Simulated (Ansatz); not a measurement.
Mulliken charges of `C=C[SiH2]Br` from B3LYP/def2-TZVPP in Ansatz (PBE0-D4/def2-TZVP geometry).

```json
{"atom": "C1", "x (Å)": "-0.406", "y (Å)": "1.504", "z (Å)": "-0.203", "charge (e)": "-0.185"}
{"atom": "C2", "x (Å)": "0.454", "y (Å)": "0.497", "z (Å)": "-0.340", "charge (e)": "-0.192"}
{"atom": "Si3", "x (Å)": "0.142", "y (Å)": "-1.157", "z (Å)": "0.421", "charge (e)": "0.436"}
{"atom": "Br4", "x (Å)": "-0.026", "y (Å)": "-2.711", "z (Å)": "-1.168", "charge (e)": "-0.245"}
{"atom": "H5", "x (Å)": "-1.333", "y (Å)": "1.392", "z (Å)": "0.351", "charge (e)": "0.103"}
{"atom": "H6", "x (Å)": "-0.225", "y (Å)": "2.482", "z (Å)": "-0.639", "charge (e)": "0.114"}
{"atom": "H7", "x (Å)": "1.365", "y (Å)": "0.657", "z (Å)": "-0.912", "charge (e)": "0.096"}
{"atom": "H8", "x (Å)": "1.255", "y (Å)": "-1.586", "z (Å)": "1.301", "charge (e)": "-0.062"}
{"atom": "H9", "x (Å)": "-1.137", "y (Å)": "-1.124", "z (Å)": "1.170", "charge (e)": "-0.065"}
```

Q: By hand: the dipole of these point charges (1 e Å = 4.8032 D).

A: Σ q r = (0.020, 0.447, 0.292) e Å, of length 0.534 e Å = 2.56 D.

Q: How does the dipole of the full density compare? (Estimate.)

A: The calculation gave: (0.020, 0.399, 0.139) e Å, 2.03 D; the point charges give 1.26 times that, at 14° from its direction.

Point charges leave out the atoms' own dipoles, such as those of lone pairs, and Mulliken's split depends on the basis, so the two needn't agree.

B3LYP here is the variant with VWN-RPA as its local correlation; programs differ in this.
